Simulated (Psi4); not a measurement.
The standard entropy of Si2H4F2 (SMILES F[SiH](F)[SiH3]) from a frequency calculation

A singlet with charge 0, relaxed at B3LYP-D3(BJ)/def2-TZVP (density fitting) (Psi4 1.11):

```xyz
8

F     0.9732   -1.0478    1.7353
Si    1.0620   -0.3191    0.3139
F     1.6226   -1.3952   -0.7289
Si   -1.0786    0.3741   -0.3480
H     2.0776    0.7467    0.4313
H    -1.5976    1.3508    0.6381
H    -0.9877    1.0247   -1.6761
H    -1.9885   -0.7913   -0.4236
```

Harmonic wavenumbers in cm⁻¹: 80, 141, 201, 303, 413, 509, 538, 824, 825, 836, 916, 920, 947, 950, 2222, 2234, 2239, 2249.

Masses in u: F 18.998, Si 28.085, H 1.008. Take T = 298.15 K, p = 1 bar, R = 8.3145 J/(mol K), kT/hc = 207.22 cm⁻¹, rigid rotor and harmonic oscillator.

Task: Compute the standard molar entropy.

Result: 
1. Translation (Sackur–Tetrode): S = R[3/2 ln M + 5/2 ln T − 1.1517] with M = 98.198 gives 166.1 J/(mol K).
2. Rotation: principal moments 79.351, 181.025, 233.220 u Å² give A, B, C = 0.2124, 0.0931, 0.0723 cm⁻¹; the symmetry number is σ = 1; q = (√π/σ)√((kT/hc)³/ABC) = 139830; S = R(ln q + 3/2) = 111.0.
3. Vibration: with u = ν̃/207.22, each mode gives R[u/(eᵘ − 1) − ln(1 − e⁻ᵘ)]; the sum is 56.0, most from 80 cm⁻¹ (16.3), 141 cm⁻¹ (11.7), 201 cm⁻¹ (8.9).
4. Spin: R ln 1 = 0.0.
5. Sum: 166.1 + 111.0 + 56.0 + 0.0 = 333.1 J/(mol K).

No measured value is set beside it here. Where a soft mode is a torsion, a harmonic oscillator describes it poorly.
